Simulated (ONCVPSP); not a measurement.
## What one change does to a pseudopotential (tantalum, ONCV)

```json
{"Element": "tantalum (Ta)", "Generator": "ONCVPSP 4.0.1", "Type": "optimised norm-conserving Vanderbilt (ONCV)", "Functional": "PBEsol", "Relativity": "scalar-relativistic", "Frozen core": "[Kr] 4d10", "Valence charge": "27", "Reference configuration": "4f13 5s2 5p6 5d4 6s2", "Partial waves": "5s+6s: rc 1.70 bohr, ncon 4, nbas 8, qcut 9 1/bohr, 2 projectors; 5p: rc 2.00 bohr, ncon 4, nbas 9, qcut 5.5 1/bohr, 2 projectors, debl 2.5 Ha; 5d: rc 2.30 bohr, ncon 3, nbas 8, qcut 6.7 1/bohr, 2 projectors, debl 3.4 Ha; 4f: rc 0.95 bohr, ncon 3, nbas 8, qcut 21.3 1/bohr, 2 projectors, debl 1.8 Ha", "Local potential": "polynomial inside 0.90 bohr (lpopt 5, dvloc0 -1 Ha)", "Core correction": "Teter function, fcfact 1.75, rcfact 1.1"}
```

Change: d: qcut 9.7.

Cutoffs: the cutoffs (Ha) at which the residual kinetic energy of the hardest occupied pseudo-wave falls to 1 and 0.1 mHa per electron; they do not see the model core or the augmentation charge, which bear on the density cutoff. Errors are all-electron minus pseudo energies relative to the spin-unpolarised reference configuration.

Task: What does the change do?

Result: The potential gets neither clearly harder nor softer (172 Ha and 189 Ha → 172 Ha and 189 Ha); both files keep a bound ghost (s); the errors of the 4 common tests hardly move.

| quantity | base | changed |
| --- | --- | --- |
| cutoff, loose | 172 Ha | 172 Ha |
| cutoff, tight | 189 Ha | 189 Ha |
| loose cutoff by channel | s 24 Ha, p 11 Ha, d 13 Ha, f 172 Ha | s 24 Ha, p 11 Ha, d 13 Ha, f 172 Ha |
| bound ghosts | s | s |
| GHOST(+) flags under 300 eV | p at 96.6 eV | p at 96.6 eV |
| error for 4f14 5s2 5p6 5d3 6s2, meV [ΔE -24.82 eV] | -152 | -149 |
| error for 4f14 5s2 5p6 5d3 6s1, meV [ΔE -16.31 eV] | -122 | -119 |
| error for 4f14 5s2 5p6 5d3 6s0, meV [ΔE -1.34 eV] | -91 | -88 |
| error for 4f14 5s2 5p6 5d2 6s2 6p1, meV [ΔE -21.78 eV] | -239 | -236 |
| s: phases at 1.73 bohr within 0.05 rad from the reference energy up to (Ha; the scan ends near 5) | to the end of the scan | to the end of the scan |
| p: phases at 2.03 bohr within 0.05 rad from the reference energy up to (Ha; the scan ends near 5) | 3.3 | 3.3 |
| d: phases at 2.34 bohr within 0.05 rad from the reference energy up to (Ha; the scan ends near 5) | to the end of the scan | to the end of the scan |
| f: phases at 0.97 bohr within 0.05 rad from the reference energy up to (Ha; the scan ends near 5) | to the end of the scan | to the end of the scan |
| rms error of d²Exc/dni dnj with the model core, mHa | 4.11 | 4.11 |

 A true bound ghost makes a file unfit for plane-wave use even where its test errors are small: the radial tests pick states by their node count and pass the ghost by.
